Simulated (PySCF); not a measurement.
SnN from Hartree–Fock to correlated methods

State: ²Π (doublet), unpaired electrons π ↑. Set-up: PySCF, scalar-relativistic core potentials, basis sets Sn cc-pVTZ-PP with ECP28, N cc-pVTZ. De refers to Sn + N in their high-spin ground configurations, without counterpoise correction. The functionals are run spin-unrestricted. A positive dipole means Sn(−)N(+). Levels whose curve was spin-contaminated or gave no clean fit are not listed.

```tsv
Level	Re (Å)	ωe (cm⁻¹)	De (eV)	μ (D)
ROHF	1.908	841	-0.72	-4.12
ROHF-MP2	1.969	700	2.51	n/a
ROHF-SCS-MP2	1.969	697	2.53	n/a
ROHF-CCSD	1.956	723	2.04	n/a
ROHF-CCSD(T)	1.978	679	2.43	n/a
PBE	1.977	688	3.25	-3.13
M06	1.959	728	2.94	-3.67
MN15	1.942	713	2.60	-3.42
ωB97X	1.935	721	2.75	-3.55
```

The bond length runs from 1.908 Å (ROHF) to 1.978 Å (ROHF-CCSD(T)). De spans -0.72 eV (ROHF, mean field) to 3.25 eV (PBE, GGA). Correlation at CCSD(T) changes the Hartree–Fock bond energy by +3.15 eV; the triples alone change it by +0.39 eV.

Correlated steps freeze 5 core orbitals. Spin–orbit coupling is left out, which matters for elements this heavy, above all for dissociation energies. UHF is strongly spin-contaminated for SnN, so the ROHF reference used there is far from stable. A negative De means that the minimum lies above the separated atoms at that level. The state is the lowest determinant that a PBE0 search found; another state may lie lower at other levels.
